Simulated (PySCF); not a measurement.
## Relaxation of singlet SeO3

Computed with PBE0/[Se def2-TZVP, O def2-TZVP], no relativity, density fitting, PySCF. A (50,194) grid was used.

A hand-made trigonal planar start, of D3h symmetry, held to at least that symmetry:

Coordinates in bohr (charge 0 multiplicity 1):
```
Se    0.0000    0.0000    0.0000
O     3.0992    0.0000    0.0000
O    -1.5496    2.6840    0.0000
O    -1.5496   -2.6840    0.0000
```

Optimiser trace:
| step | E − E(last) (kJ/mol) | largest gradient (Eh/bohr) |
| --- | --- | --- |
| 0 | 18.90 | 0.04610 |
| 1 | 2.29 | 0.01855 |
| 2 | 0.06 | 0.00294 |
| 3 | 0.00 | 0.00015 |
| 4 | 0.00 | 0.00000 |

It ends at D3h with Se–O 1.588 Å (×3); O–Se–O 120.0° (×3). A frequency run shows a minimum. Other isomers or separated fragments may lie lower.

The relaxation took roughly 28 core-seconds on a shared host.
